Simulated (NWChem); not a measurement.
System: SiHF3; SMILES F[SiH](F)F

Parts of the log:

```
             Northwest Computational Chemistry Package (NWChem) 7.3.0
             --------------------------------------------------------

 C3  symmetry detected

                             Geometry "geometry" -> ""
                             -------------------------

 Output coordinates in angstroms (scale by  1.889725989 to convert to a.u.)

  No.       Tag          Charge          X              Y              Z
 ---- ---------------- ---------- -------------- -------------- --------------
    1 Si                  14.0000     0.00000000     0.00000000     0.33190290
    2 F                    9.0000     1.25012267     0.81706858    -0.23869210
    3 F                    9.0000     0.08254081    -1.49117228    -0.23869210
    4 F                    9.0000    -1.33266348     0.67410370    -0.23869210
    5 H                    1.0000     0.00000000     0.00000000     1.79804590

 Effective nuclear repulsion energy (a.u.)     185.5376944114

      Symmetry information
      --------------------

 Group name             C3
 Group number              5
 Group order               3
 No. of unique centers     3

                                 NWChem DFT Module
                                 -----------------

 Summary of "ao basis" -> "ao basis" (spherical)
 ------------------------------------------------------------------------------
       Tag                 Description            Shells   Functions and Types
 ---------------- ------------------------------  ------  ---------------------
 Si                         def2-svp                 8       18   4s3p1d
 F                          def2-svp                 6       14   3s2p1d
 H                          def2-svp                 3        5   2s1p

      Symmetry analysis of basis
      --------------------------

        a          25
        e+         20
        e-         20

  Rotation of axis

            General Information
            -------------------
          SCF calculation type: DFT
          Wavefunction type:  closed shell.
          No. of atoms     :     5
          No. of electrons :    42
           Alpha electrons :    21
            Beta electrons :    21
          Charge           :     0
          Spin multiplicity:     1
          Use of symmetry is: on ; symmetry adaption is: on
          Maximum number of iterations: 150
          AO basis - number of functions:    65
                     number of shells:    29
          Convergence on energy requested:  1.00D-06
          Convergence on density requested:  1.00D-05
          Convergence on gradient requested:  5.00D-04

              XC Information
              --------------
                         SCAN Method XC Functional
                  SCAN metaGGA Exchange Functional  1.000
                        SCAN Correlation Potential  1.000

             Grid Information
             ----------------
          Grid used for XC integration:  xcoarse
          Radial quadrature: Mura-Knowles
          Angular quadrature: Lebedev.
          Tag              B.-S. Rad. Rad. Pts. Rad. Cut. Ang. Pts.
          ---              ---------- --------- --------- ---------
          Si                  1.10       42           6.0       194
          F                   0.50       21           7.0       194
          H                   0.35       21           6.0       194
          Grid pruning is: on
          Number of quadrature shells:    84
          Spatial weights used:  Erf1

      Superposition of Atomic Density Guess
      -------------------------------------

 Sum of atomic energies:        -587.11535744

      Non-variational initial energy
      ------------------------------

 Total energy =    -587.687724
 1-e energy   =   -1187.498232
 2-e energy   =     414.272813
 HOMO         =      -0.491380
 LUMO         =       0.090062

      Symmetry analysis of molecular orbitals - initial
      -------------------------------------------------

  Numbering of irreducible representations:

     1 a           2 e+          3 e-

  Orbital symmetries:

     1 a           2 a           3 e+          4 e+          5 a
     6 e+          7 e+          8 a           9 a          10 e+
    11 e+         12 a          13 e+         14 e+         15 a
    16 e+         17 e+         18 e+         19 e+         20 a
    21 a          22 a          23 e+         24 e+         25 a
    26 a          27 a          28 e+         29 e+         30 a
    31 e+

     ---------------------------------------------
      Total Density - Mulliken Population Analysis
     ---------------------------------------------

    Atom       Charge   Shell Charges
 -----------   ------   -------------------------------------------------------
    1 Si  14    12.26   2.00  1.99  0.76  0.15  5.93  0.74  0.36  0.32
    2 F    9     9.56   1.99  1.14  0.78  3.51  2.13  0.00
    3 F    9     9.56   1.99  1.14  0.78  3.51  2.13  0.00
    4 F    9     9.56   1.99  1.14  0.78  3.51  2.13  0.00
    5 H    1     1.08   0.68  0.39  0.01

   convergence    iter        energy       DeltaE   RMS-Dens  Diis-err
 ---------------- ----- ----------------- --------- --------- ---------
 d= 0,ls=0.0,diis     1   -589.3046835982 -7.75D+02  2.27D-02  9.36D-01
 d= 0,ls=0.0,diis     2   -589.1949255581  1.10D-01  1.22D-02  2.48D+00
 d= 0,ls=0.0,diis     3   -589.4051382943 -2.10D-01  1.21D-03  1.45D-02
 d= 0,ls=0.0,diis     4   -589.4061522136 -1.01D-03  3.78D-04  8.51D-04
 d= 0,ls=0.0,diis     5   -589.4062281647 -7.60D-05  5.74D-05  7.64D-06
  Resetting Diis
 d= 0,ls=0.0,diis     6   -589.4062293773 -1.21D-06  7.53D-06  1.79D-07
 d= 0,ls=0.0,diis     7   -589.4062294102 -3.29D-08  9.94D-07  1.14D-09

         Total DFT energy =     -589.406229410194
      One electron energy =    -1188.749558387019
           Coulomb energy =      466.565248911717
    Exchange-Corr. energy =      -52.759614346298
 Nuclear repulsion energy =      185.537694411405

 Numeric. integr. density =       42.000258285508

                  Occupations of the irreducible representations
                  ----------------------------------------------

                     irrep           alpha         beta
                     --------     --------     --------
                     a                 9.0          9.0
                     e+               12.0         12.0
                     e-                0.0          0.0

                       DFT Final Molecular Orbital Analysis
                       ------------------------------------

 Vector   19  Occ=2.000000D+00  E=-3.983042D-01  Symmetry=e+
              MO Center=  3.1D-01, -4.8D-01, -1.9D-01, r^2= 2.3D+00
   Bfn.  Coefficient  Atom+Function         Bfn.  Coefficient  Atom+Function
  ----- ------------  ---------------      ----- ------------  ---------------
    38      0.406646  3 F  pz                24     -0.296628  2 F  pz
    37     -0.289609  3 F  py                41     -0.286926  3 F  pz
    23     -0.216128  2 F  py                27      0.209304  2 F  pz
    40      0.190017  3 F  py                51     -0.181768  4 F  py
    26      0.141552  2 F  py                54      0.118934  4 F  py

 Vector   20  Occ=2.000000D+00  E=-3.824569D-01  Symmetry=a
              MO Center= -4.4D-14, -4.7D-14, -2.4D-01, r^2= 2.7D+00
   Bfn.  Coefficient  Atom+Function         Bfn.  Coefficient  Atom+Function
  ----- ------------  ---------------      ----- ------------  ---------------
    36      0.393651  3 F  px                51     -0.351789  4 F  py
    23      0.330034  2 F  py                39     -0.277737  3 F  px
    54      0.248198  4 F  py                26     -0.232857  2 F  py
    22     -0.215665  2 F  px                50     -0.177986  4 F  px
    25      0.152155  2 F  px                53      0.125583  4 F  px

 Vector   21  Occ=2.000000D+00  E=-3.650847D-01  Symmetry=a
              MO Center=  2.5D-14,  3.9D-15,  7.3D-01, r^2= 2.5D+00
   Bfn.  Coefficient  Atom+Function         Bfn.  Coefficient  Atom+Function
  ----- ------------  ---------------      ----- ------------  ---------------
    61      0.361297  5 H  s                 24      0.267170  2 F  pz
    38      0.267170  3 F  pz                52      0.267170  4 F  pz
    62      0.261159  5 H  s                 10      0.181485  1 Si pz
    27     -0.178574  2 F  pz                41     -0.178574  3 F  pz
    55     -0.178574  4 F  pz                 3      0.149450  1 Si s

 Vector   22  Occ=0.000000D+00  E= 3.295173D-02  Symmetry=a
              MO Center=  6.3D-16, -8.8D-16,  3.8D-01, r^2= 3.4D+00
   Bfn.  Coefficient  Atom+Function         Bfn.  Coefficient  Atom+Function
  ----- ------------  ---------------      ----- ------------  ---------------
     4      1.417586  1 Si s                 62     -0.914464  5 H  s
     3      0.506064  1 Si s                  2      0.335744  1 Si s
    21     -0.336849  2 F  s                 35     -0.336849  3 F  s
    49     -0.336849  4 F  s                 61     -0.250669  5 H  s
    37      0.191366  3 F  py                40     -0.184728  3 F  py

[...]

                         DFT ENERGY GRADIENTS

    atom               coordinates                        gradient
                 x          y          z           x          y          z
   1 Si      0.000000   0.000000   0.627206    0.000000  -0.000000   0.001909
   2 F       2.362389   1.544036  -0.451063    0.001959   0.001240  -0.000968
   3 F       0.155980  -2.817907  -0.451063    0.000094  -0.002316  -0.000968
   4 F      -2.518369   1.273871  -0.451063   -0.002053   0.001076  -0.000968
   5 H       0.000000   0.000000   3.397814   -0.000000   0.000000   0.000995
```

Level: SCAN/def2-SVP. All runs use the structure optimised with PBE0/def2-SVP.

### Question
Write an input that gives this output.

### Answer
Several could match; the one computed here: the input that was run:
```
start job
memory heap 200 mb stack 900 mb global 1100 mb
geometry units angstroms noautoz
  Si     0.000000     0.000000     0.327466
  F      1.443054    -0.384711    -0.243129
  F     -1.054697    -1.057366    -0.243129
  F     -0.388357     1.442077    -0.243129
  H      0.000000     0.000000     1.793609
end
basis spherical
  Si library def2-svp
  F library def2-svp
  H library def2-svp
end
dft
  xc scan
  grid xcoarse
  iterations 150
  mulliken
end
task dft gradient
```
